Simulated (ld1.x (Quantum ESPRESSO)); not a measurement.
# Scattering properties, TM potential for Al (Z = 13)

ld1.x (Quantum ESPRESSO) 7.5 input, shortened:

```
&input
   title='Al', zed=13., rel=1, dft='PBESOL', iswitch=3,
   config='[Ne] 3s2 3p1 3d-2'
 /
 &inputp
   pseudotype=2, tm=.true., lloc=0,
   nlcc=.false.
 /
3
3P  2  1   1.00   0.00  2.55  2.55  0.0
3D  3  2  -2.00   0.50  2.60  2.60  0.0
3S  1  0   2.00   0.00  1.75  1.75  0.0
 &test
   configts(1)='3s2 3p1'
 /
```

The phase is arctan(r·u′/u) with u = r·R(r), unwrapped; energies in Ry, scanned from -3 to 5 Ry. A pole is an energy at which the radial function vanishes at the test radius. The pseudo phase is shifted by a multiple of π to meet the all-electron one at the reference energy, and phase errors are pseudo minus all-electron; the curves can meet again beyond the range given. Levels narrower than the energy grid can be missing from the lists of poles.

| channel | radius (bohr) | reference energy (Ry) | poles, all-electron | poles, pseudo | unbroken range about the reference energy with phases within 0.05 rad | phase error 1 Ry above the reference energy (rad) |
| --- | --- | --- | --- | --- | --- | --- |
| s | 2.83 | -0.57 | 0.37 | 0.36 | below 1.9 | -0.003 |
| p | 2.83 | -0.20 | 1.11 | 1.05 | below 1.9 | -0.009 |
| d | 2.83 | 0.50 | 1.93 | 1.96 | below 3.1 | +0.004 |

Phases in the d channel:

| E (Ry) | all-electron | pseudo |
| --- | --- | --- |
| -3.00 | 1.371 | 1.371 |
| -2.52 | 1.354 | 1.354 |
| -2.04 | 1.331 | 1.331 |
| -1.56 | 1.300 | 1.300 |
| -1.08 | 1.254 | 1.254 |
| -0.60 | 1.176 | 1.177 |
| -0.12 | 1.013 | 1.013 |
| 0.36 | 0.488 | 0.488 |
| 0.84 | -0.850 | -0.849 |
| 1.32 | -1.363 | -1.360 |
| 1.80 | -1.538 | -1.533 |
| 2.28 | -1.644 | -1.634 |
| 2.76 | -1.747 | -1.725 |
| 3.24 | -1.908 | -1.844 |
| 3.72 | -2.391 | -2.092 |
| 4.20 | -3.867 | -2.966 |
| 4.68 | -4.391 | -4.100 |
